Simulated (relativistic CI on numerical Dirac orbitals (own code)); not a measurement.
Cs22+: q coefficients and field-shift factors

These numbers are calculated, not measured: Dirac-Coulomb-Breit CI, orbitals from a KLI potential per configuration, derivatives by finite differences, unscaled Slater integrals, QED left out (own radial code, finite nucleus).

Configuration list (outside the closed core [Ar] 3d10): 4s2 4p3, 4s 4p4, 4s2 4p2 4d, 4p5, 4s 4p3 4d, 4s2 4p2 4f, 4s2 4p 4d2, 4s2 4d3, 4s 4p 4d3, 4s2 4d2 4f. Double excitations out of closed p, d and f shells are left out; levels of such configurations are missing from the list, as are those of other unlisted configurations, and high levels can miss mixing partners.

With x = (α/α₀)² − 1 an excitation energy changes as ω = ω₀ + qx; K = 2q/ω₀ is the relative enhancement. Terms are leading LS components, so labels can repeat. The field-shift factor is F = δν/δ⟨r²⟩ for the transition from the lowest level.

Lowest level 4s2 4p3 4S°_3/2.

```csv
Level,ω₀ (cm⁻¹),q (cm⁻¹),K,F (GHz/fm²)
4s2 4p3 2D°_3/2,119754,148900,2.49,-5.53
4s2 4p3 2D°_5/2,146898,153400,2.09,-5.65
4s2 4p3 2P°_1/2,182744,154600,1.69,-6.76
4s2 4p3 2P°_3/2,304158,312200,2.05,-13.5
4s 4p4 4P_5/2,555383,189800,0.683,-211
4s 4p4 4P_3/2,623819,213700,0.685,-196
4s 4p4 4P_1/2,630193,222900,0.708,-212
4s 4p4 4P_3/2,705334,268000,0.76,-170
4s 4p4 2D_5/2,743851,322700,0.868,-194
4s2 4p2 4d 4F_3/2,750140,78060,0.208,-41.8
4s2 4p2 4d 4F_5/2,788793,67420,0.171,-1.15
4s 4p4 2P_1/2,790830,302400,0.765,-174
4s 4p4 2P_3/2,803179,263400,0.656,-125
4s2 4p2 4d 2F_5/2,853622,164500,0.385,-1.91
4s2 4p2 4d 4D_1/2,865509,200100,0.462,-29.7
4s2 4p2 4d 4F_7/2,870895,179900,0.413,-0.858
4s2 4p2 4d 4D_7/2,881141,185600,0.421,-0.476
4s2 4p2 4d 4D_3/2,883251,212600,0.481,-45.3
4s2 4p2 4d 4F_9/2,905651,202400,0.447,-0.765
4s2 4p2 4d 4D_5/2,921321,214200,0.465,-8.63
4s 4p4 2P_1/2,938733,425100,0.906,-154
4s2 4p2 4d 2P_3/2,944646,207100,0.439,-53.3
4s2 4p2 4d 2G_7/2,963872,224000,0.465,-2.1
```

At this charge energies of transitions that change n are usually good to better than 1 %, and those within a shell (Δn = 0) to a few per cent.
